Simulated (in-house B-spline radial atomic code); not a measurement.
**RPA and G0W0 on LDA VWN5: O+**

Configuration [He] 2s2 2p3, highest spin, mean-field start LDA VWN5. Computed with a B-spline radial code for spherical atoms: all electrons, scalar-relativistic (spin-free one-electron X2C), finite nucleus, each spin shell either full or empty, empty states to l = 9 with an (l + 1/2)⁻⁴ tail; G0W0 by contour deformation at full frequency.

Command:
```bash
python run_gw.py task.json out
```
Settings (radii: box in bohr, nucleus in fm):
```
Z                        8
electrons                7
configuration            [He] 2s2 2p3
hamiltonian              x2c
method                   lda,vwn
lmax                     9
rms_radius               2.6991
spin_polarised           True
box_radius               23.78
intervals                72
```

Cost of the run: 2.2 s on 1 thread of Arm Neoverse N1, on a shared host.

Energies (hartree):

```
                                     term      value
                         mean-field total  -74.06890
Hartree-Fock functional on these orbitals  -74.42129
                      direct second order   -0.41423
                    second-order exchange    0.19398
                         SOSEX correction    0.16772
```

Question: What is the RPA correlation energy, and what remains with SOSEX?

Answer: RPA gives -0.35005 hartree (-1.36 eV per electron); RPA + SOSEX gives -0.18233, and the second-order doubles -0.22024 hartree (no singles). SOSEX takes back 48 % of the RPA value.

Quasi-particle levels (eV):

```tsv
level	occupied	mean field	Σx - vxc	Σc	QP weight	G0W0
2p up	yes	-26.439	-9.95	?	?	?
2s down	yes	-35.63	-6.50	-1.16	0.900	-43.29
2p down	no	-20.801	11.04	-4.34	0.908	-14.097
```

G0W0 = mean field + (Σx - vxc) + Σc, with Σc (partial-wave tail included) taken at the quasi-particle energy. Levels of low weight are left out.

Question: Where does G0W0 put 2p up?

Answer: At -34.54 eV, with Σc = 1.84 eV and a quasi-particle weight of 0.886. The tabulated removal energy is 35.121 eV (NIST, measured).
